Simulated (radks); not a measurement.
Fractional charge and spin in the 4s shell of selenium: the spin-up occupation runs from 0 to 1 and the spin-down occupation from 0 to 1; the fullest corner is Se3+, [Ar] 3d10 4p(up 0.5, down 0.5) 4s(up 1, down 1). All-electron calculation, non-relativistic Kohn-Sham, PBEsol, spin-polarised, spherical densities, point nucleus. Program: a radial shooting solver on a logarithmic mesh with Libxc functionals. Energy (eV) minus the two flat planes that join the four corners (they meet along the diagonal where the two added fractions sum to one electron); zero is where a piecewise linear energy would lie.

down \ up       0     0.5       1
0           0.000  -1.577   0.000
0.5        -1.577   0.446  -1.502
1           0.000  -1.502   0.000

Corners above the fullest one (they belong to Se4+ and the next ion): (up 1, down 0) 54.561 eV, (up 0, down 1) 54.561 eV, (up 0, down 0) 123.23 eV. With half an added electron in each spin the energy lies 0.446 eV from the planes, and with half an added electron in spin up alone -1.577 eV. The planes are only a guide here: the flat-plane condition holds for ground states with one frontier orbital, while this shell lies below other occupied shells, so the corners above the fullest one are inner-hole states and not the ground states of those ions.
